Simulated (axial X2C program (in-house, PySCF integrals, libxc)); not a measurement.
## ZrGe: cheaper levels and CCSD(T), 2c

Computed with an axial X2C code built on PySCF integrals. Two-component (2c) means X2C with spin–orbit coupling and atomic mean-field two-electron Coulomb and Gaunt terms. Basis: Zr dyall-cv3z [11s12p9d6f3g], Ge dyall-cv3z [9s9p7d4f1g] (cores contracted in-house); Gaussian nuclei, density fitting, unrestricted open shells. Masses: Zr 89.905 u, Ge 73.921 u.

State: Ω = 4 (⟨Sz⟩ = 2.00, ⟨Lz⟩ = 2.00 at HF); fragments Zr + Ge.

| level | Re (Å) | ωe (cm⁻¹) |
| --- | --- | --- |
| PBE0 | 2.570 | 260.1 |
| HF | 2.715 | 204.2 |
| CCSD | 2.637 | 232.2 |

Correlated methods: 8 electrons correlated (number of frozen shells: Zr 4 s, 3 p, 1 d; Ge 3 s, 2 p, 1 d), 346 virtual spin orbitals or spinors in MP2, 90 natural virtuals in coupled cluster.

CCSD(T), same Hamiltonian and basis:

Re = 2.633 Å, ωe = 235.4 cm⁻¹; T1 = 0.084 (Lee–Taylor normalisation).

(1) Give the differences from CCSD(T) in the columns below.

The state is one determinant whose occupation by symmetry is held fixed; it was picked as the lowest of a PBE0 search that is not exhaustive. De is not given where an atomic determinant may have missed its ground term or J level, or where the truncated virtual space spoils (T). Density functionals use the spin component along the axis (collinear). Coupled cluster ran in a truncated set of natural virtual spinors; the MP2 energy of the rest was added. (T) has no such correction and the atoms are truncated less, which lowers De at CCSD(T) by a hundredth of an eV or more. Other states lie close and PBE0, whose exact exchange favours high spin, may order them wrongly; the determinant shown need not be the ground state. The nearest other 2c determinant of the search, Ω = 2, lies 0.36 eV up at the distance of the search. Without a current term, density functionals place determinants with orbital angular momentum somewhat too high. With several unpaired electrons one determinant need not be a pure state. The outer-core s and p shells of the metal are frozen in the correlated rows, which leaves out core–valence correlation; for alkali and alkaline-earth bonds that tends to lengthen them. Open-shell Ω = 0 determinants with evenly filled partner blocks cannot be reached by this program, so the Ω shown need not be the lowest component. The determinant is spin-polarised beyond a pure state at some levels (its spin-free form has ⟨S²⟩ too high), which makes Re and μ there less reliable. The T1 diagnostic is large, a sign of multireference character. With the outer-core shells frozen, correlated bond lengths of heavy atoms tend to come out a few hundredths of an ångström too long.

## Answers

(1) 

```
level  ΔRe (Å)  Δωe (cm⁻¹)
 PBE0   -0.063        24.7
   HF    0.082       -31.2
 CCSD    0.004        -3.2
```
